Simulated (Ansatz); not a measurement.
`[OH][Ti]([F])([F])[F]` + HI → `[F][Ti]([F])([F])[I]` + H₂O at 400 K and 1 bar (ligand exchange at a Ti–O bond).

Gas-phase electronic energies from Ansatz, PBE0-D4/def2-TZVP geometries. CCSD(T)/CBS is the MP2 limit (def2-TZVPP, def2-QZVPP) plus CCSD(T) − MP2 in def2-TZVPP, frozen cores. This one scheme is used for every species. Elements past krypton have def2 core potentials. For I, Ti outer-core shells are correlated without core-valence functions, which leaves a few kJ/mol of doubt a bond. Scalar relativity is left out up to krypton. Each species was taken in one conformer, which may not be the lowest.

```tsv
species	CCSD(T)/CBS energy (Eh)	H − E (kJ/mol)	S (J/(mol·K))
`[OH][Ti]([F])([F])[F]`	-1224.33935	82.5	379.7
HI	-298.03592	25.7	215.0
`[F][Ti]([F])([F])[I]`	-1446.00030	50.1	376.7
H₂O	-76.37941	69.8	198.6
```

H − E and S are ideal-gas, rigid-rotor, harmonic terms from PBE0-D4/def2-TZVP, for one conformer and one mirror image of each species. 1 Eh = 2625.50 kJ/mol, R = 8.31446 J/(mol·K).

By hand: ΔE, ΔH, ΔS and ΔG.

ΔE = (-1446.00030) + (-76.37941) − (-1224.33935) − (-298.03592) = -0.00444 Eh = -11.7 kJ/mol. Δ(H − E) = 50.1 + 69.8 − 82.5 − 25.7 = 11.7, so ΔH = 0.0 kJ/mol. ΔS = 376.7 + 198.6 − 379.7 − 215.0 = -19.4 J/(mol·K). ΔG = 0.0 − 400 × (-19.4)/1000 = 7.8 kJ/mol.

By hand: the equilibrium constant, and the temperature at which ΔG would vanish if ΔH and ΔS stayed fixed.

log₁₀ K = −ΔG/(RT ln 10) = -1.0. With ΔH or ΔS at zero there is no such temperature.

TΔS isn't small against ΔH here. A doubt of 5 kJ/mol in ΔE shifts log₁₀ K by 0.7 here. Other conformers and mirror images would add mixing entropy, several J/(mol·K) or more a flexible species. These are equilibria of isolated gas molecules and say nothing of rates. Largest T1 diagnostic: 0.023 (customary marks: 0.02 for closed shells, 0.045 for open ones).
